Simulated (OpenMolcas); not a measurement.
**Mo3+: moving or changing the point charges**

Mo3+ among 6 point charges of -1 e arranged as a tetragonal octahedron (D4h), 1.79 Å from the ion, with the axial distance 1.862 Å.

| Quantity | Value |
| --- | --- |
| Program | OpenMolcas 26.06 |
| Method | SS-CASPT2, IPEA 0.25 Eh, imaginary shift 0.1 Eh (closed shells correlated: 4s 4p) |
| Basis | ANO-RCC-VDZP [6s5p3d1f] |
| Scalar Hamiltonian | DKH2, point nucleus |
| Active space | 3 electrons in 5 orbitals (4d) |
| State averaging | 2S+1 = 4 even, 10 roots; 2S+1 = 2 even, 40 roots |
| Spin-orbit coupling | state interaction with AMFI integrals over the reference wave functions |

Runs around this geometry, states (labels of D4, the rotations of D4h). Energies in cm-1 above the lowest state or level, χT in cm3 K/mol.

```
R (Å)  q (e)  Axial / equatorial distance  Ground state  First state of that spin  First gap with spin-orbit (degeneracies)  χT at 300 K  First state of another spin
 1.79     -1                         0.96           4B1                 4B2 12430                                  3 (2, 2)        1.611                    2A1 12560
 1.79  -0.65                         1.04           4B1                   4E 7130                                  8 (2, 2)        1.418                    2A1 12640
 1.79     -1                         1.04           4B1                  4E 10890                                  5 (2, 2)        1.576                    2A1 12480
 1.96     -1                         1.04           4B1                   4E 7570                                  7 (2, 2)        1.442                    2A1 12580
```

Taking the first state of the same spin as R^-n, n = -ln(7570 / 10890) / ln(1.96 / 1.79) = 4.0 between the shortest and longest distance.

Scaling the charges by -0.65 / -1 = 0.65 scales the first state of the same spin by 7130 / 10890 = 0.65; with fixed orbitals a first-order splitting would follow the charge.

Over all roots computed the reference weight is 0.85 to 0.95 in R = 1.79 in q = -1 in ratio = 0.96; the roots of lowest weight are the least certain, and an intruder state may touch them. Free-ion shares, where given, are those of the reference states; single-state CASPT2 does not remix them. Point charges carry no covalency, so the field is a model and not that of real ligands. No measured value stands beside these numbers.
